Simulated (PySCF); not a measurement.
Isomers of C8H10SSi, one GFN2-xTB conformer each. Single-point energies are computed at PBE0/pcSseg-1 (PySCF, gas phase, no added dispersion term), electronic only.

Task: Rank them by PBE0/pcSseg-1 energy, lowest first (kJ/mol).
A. `[CH2:1]=[C:2]=[C:3]([C:4]#[C:5][SiH2:6][CH3:7])[C:8]([CH3:9])=[S:10]` with C2–C3–C8–C9 -179°
B. `[CH:1]#[C:2][C:3](=[C:4]=[S:5])[SiH2:6][CH:7]1[CH2:8][CH2:9][CH2:10]1` with C2–C3–Si6–C7 57°, C3–Si6–C7–C8 -172°, Si6–C7–C8–C9 131°, C7–C8–C9–C10 -10°, C8–C9–C10–C7 10°, Si6–C7–C10–C9 -129°

Result: A (0.0), B (25.1).

As drawn, the higher has a four-membered ring, which the lower lacks. GFN2-xTB itself gives, in the same order: 35.0, 0.0. GFN2-xTB puts C#CC(=C=S)[SiH2]C1CCC1 lowest instead.

Task: Which frontier levels, dipoles and rotational constants go with these structures?

Result: 
| SMILES | HOMO (eV, PBE0/pcSseg-1) | LUMO (eV) | dipole (D) | A, B, C (MHz) |
| --- | --- | --- | --- | --- |
| C=C=C(C#C[SiH2]C)C(C)=S | -6.28 | -2.58 | 2.94 | 1791, 410.5, 337.5 |
| C#CC(=C=S)[SiH2]C1CCC1 | -6.37 | -2.22 | 1.93 | 1766, 500.9, 413.8 |
